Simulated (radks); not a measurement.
Results of a calculation; reference values are marked as such.
Coulomb parameter of the 4d shell of neutral silver in the model configuration [Kr] 4d9.5 5s1.5, as a second difference U = [E(n + 0.5) + E(n - 0.5) - 2 E(n)] / (0.5)^2 with all orbitals relaxed. "Bare": the charge of the atom changes with n. "Screened": the 5s shell takes up the change at fixed total charge, which measures U(4d,4d) + U(5s,5s) - 2 U(4d,5s). Code: a radial shooting solver on a logarithmic mesh with Libxc functionals. Model: scalar-relativistic Kohn-Sham, PBEsol, spin-unpolarised, spherical densities, finite nucleus; Fermi nuclear charge, rms radius 4.5454 fm.

case,configuration,E - E(n) (eV)
start,[Kr] 4d9.5 5s1.5,0.000
bare +0.5,[Kr] 4d10 5s1.5,-3.219
bare -0.5,[Kr] 4d9 5s1.5,5.943
screened +0.5,[Kr] 4d10 5s1,-1.765
screened -0.5,[Kr] 4d9 5s2,2.286

U(bare) = 10.893 eV, U(screened by 5s) = 2.084 eV, against the Slater integral F0(4d,4d) = 17.995 eV with frozen orbitals. The step up makes a negative ion, whose loosely bound charge lowers the bare value.
